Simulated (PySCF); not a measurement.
**Correlation energy of S+ (sulfur, charge +1)**

[Ne] 3s1 3p3 3d1, high-spin 6D determinant (an excited configuration). All numbers are calculated (PySCF 2.14, the spin-free X2C one-electron Hamiltonian (Gaussian nucleus), in x2c-TZVPPall with one added diffuse shell each of s, p, d type (6s6p4d1f, 51 functions)). Frozen: [Ne]; 5 electrons correlated.

```csv
level,correlation energy (mhartree)
CCSD,-37.97
(T),-0.40
CCSD(T),-38.37
```

Diagnostics: T1 = 0.0023, D1 = 0.0051, largest double amplitude 0.032.

The outer electron is Rydberg-like, and this basis confines it to a smaller radius and binds it less than a complete one would.

Cost of the coupled-cluster step: roughly 0.7 core-seconds, for 5 correlated electrons.
